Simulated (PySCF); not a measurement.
# Electron correlation in Pt²⁺ (platinum, charge +2)

[Xe] 4f14 5d8, high-spin 3F determinant. Calculation: PySCF 2.14, in aug-cc-pVTZ-PP with ECP60MDF; a scalar-relativistic core potential. Frozen: 5s2 5p6; 8 electrons correlated.

```
  level  correlation energy (mhartree)
   CCSD                        -202.97
    (T)                          -6.44
CCSD(T)                        -209.41
```

Diagnostics: T1 = 0.0021, D1 = 0.0033, largest double amplitude 0.033.

Spin-orbit coupling, absent here, splits the open shell strongly.

Cost of the coupled-cluster step: of the order of 29 core-seconds, for 8 correlated electrons.

Iterations:

```
CC2 = 0
CCSD nocc = (np.int64(5), np.int64(3)), nmo = (84, 84)
frozen orbitals [[0, 1, 2, 3], [0, 1, 2, 3]]
max_cycle = 100
direct = 0
conv_tol = 1e-08
conv_tol_normt = 1e-06
diis_space = 8
diis_start_cycle = 0
Init t2, MP2 energy = -0.204350652202277
Init E_corr(UCCSD) = -0.204350652207731
cycle = 1  E_corr(UCCSD) = -0.201206845536859  dE = 0.00314380667  norm(t1,t2) = 0.0214425
cycle = 2  E_corr(UCCSD) = -0.202320470864299  dE = -0.00111362533  norm(t1,t2) = 0.0103263
cycle = 3  E_corr(UCCSD) = -0.202898331678477  dE = -0.000577860814  norm(t1,t2) = 0.00641836
cycle = 4  E_corr(UCCSD) = -0.202985740658908  dE = -8.74089804e-05  norm(t1,t2) = 0.002061
cycle = 5  E_corr(UCCSD) = -0.202962046156258  dE = 2.36945027e-05  norm(t1,t2) = 0.000735964
cycle = 6  E_corr(UCCSD) = -0.202968852943143  dE = -6.80678689e-06  norm(t1,t2) = 0.0001932
cycle = 7  E_corr(UCCSD) = -0.202970245120898  dE = -1.39217775e-06  norm(t1,t2) = 2.67027e-05
cycle = 8  E_corr(UCCSD) = -0.202969805050161  dE = 4.40070737e-07  norm(t1,t2) = 6.86775e-06
cycle = 9  E_corr(UCCSD) = -0.20296978749861  dE = 1.75515506e-08  norm(t1,t2) = 1.32866e-06
cycle = 10  E_corr(UCCSD) = -0.202969813078105  dE = -2.55794947e-08  norm(t1,t2) = 3.13306e-07
cycle = 11  E_corr(UCCSD) = -0.202969809634477  dE = 3.44362724e-09  norm(t1,t2) = 8.89127e-08
UCCSD converged
E(UCCSD) = -117.8205192568288  E_corr = -0.2029698096344775
UCCSD(T) correction = -0.00643572898607034
```
